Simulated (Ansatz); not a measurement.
A nudged elastic band was laid between two geometries of CH9NOSSi2 (15 atoms, charge 0, multiplicity 1).

Method: Ansatz, RKS B3LYP/def2-SVP.

| Property | Result |
| --- | --- |
| movable images | 9 |
| climbing image | yes |
| spring | 5.0 eV/Å² |
| optimiser | quadratic models (default) |
| start path | through a guess of the saddle point |
| force threshold | 0.05 eV/Å |
| iteration limit | 49 |
| end points | relaxed |

Image 0:

```xyz
15
Properties=species:S:1:pos:R:3
N -0.711 -0.343 1.277
C -0.357 -0.473 -0.109
Si 1.263 -1.482 -0.374
S -1.755 -1.355 -1.029
O -0.186 0.794 -0.706
Si 0.009 2.228 0.170
H -1.706 -0.153 1.412
H -0.445 -1.138 1.854
H 1.484 -1.644 -1.835
H 1.134 -2.814 0.287
H 2.417 -0.751 0.229
H -1.389 -0.955 -2.268
H -1.208 2.604 0.942
H 1.192 2.190 1.074
H 0.234 3.241 -0.896
```

Image 10:

```xyz
15
Properties=species:S:1:pos:R:3
N -0.148 -0.600 1.612
C -0.014 -0.436 0.195
Si 1.254 -1.695 -0.520
S -1.725 -0.716 -0.625
O 0.464 0.841 -0.121
Si -0.345 2.321 -0.100
H -0.864 0.011 2.010
H -0.370 -1.561 1.870
H 1.226 -1.609 -2.006
H 0.868 -3.069 -0.084
H 2.620 -1.380 -0.019
H -1.352 -0.473 -1.905
H -1.104 2.550 -1.360
H -1.268 2.433 1.067
H 0.736 3.333 0.016
```

(1) What changes between the two ends?

(2) What energy profile does the band end with?

(3) What is the geometry of the highest image?

Results:

(1) No bond is made or broken. The dihedral N1–C2–O5–Si6 goes from 16 to -75°.

(2) The run converged. The highest image is number 4 of 0 to 10, 20.4 kJ/mol above the first end and 16.2 kJ/mol above the last; the last end lies 4.1 kJ/mol above the first. The profile has 2 maxima (images 4, 7) with wells between them (image 6): this band takes more than one step, which may be the mechanism or a detour left from its start path. A vibrational analysis at the climbing image gives one clearly imaginary mode, 79i cm⁻¹: a first-order saddle point.

```
image  path coordinate (Å)  energy (kJ/mol)  dihedral N1–C2–O5–Si6 (°)
    0                 0.00              0.0                         16
    1                 1.26              4.7                         38
    2                 2.53             10.6                         56
    3                 3.79             15.6                         85
    4                 5.06             20.4                        129
    5                 6.72             15.1                        172
    6                 8.38             12.6                       -155
    7                10.04             14.9                        178
    8                11.70             13.2                       -164
    9                13.36              8.2                       -125
   10                15.02              4.1                        -75
```

(3) 
```xyz
15
Properties=species:S:1:pos:R:3
N -1.108 -0.904 1.439
C -0.570 -0.480 0.178
Si 1.226 -1.179 0.020
S -1.594 -1.265 -1.241
O -0.723 0.906 0.107
Si 0.260 2.216 -0.234
H -2.053 -0.534 1.565
H -1.138 -1.919 1.526
H 1.729 -0.995 -1.370
H 1.183 -2.626 0.367
H 2.139 -0.465 0.962
H -0.964 -0.648 -2.269
H 1.266 2.448 0.843
H 0.979 2.013 -1.527
H -0.652 3.382 -0.336
```

Run time: 24 min on 2 threads of AMD EPYC 9R14 (Zen 4), with other jobs on the host, peak memory 0.46 GiB.
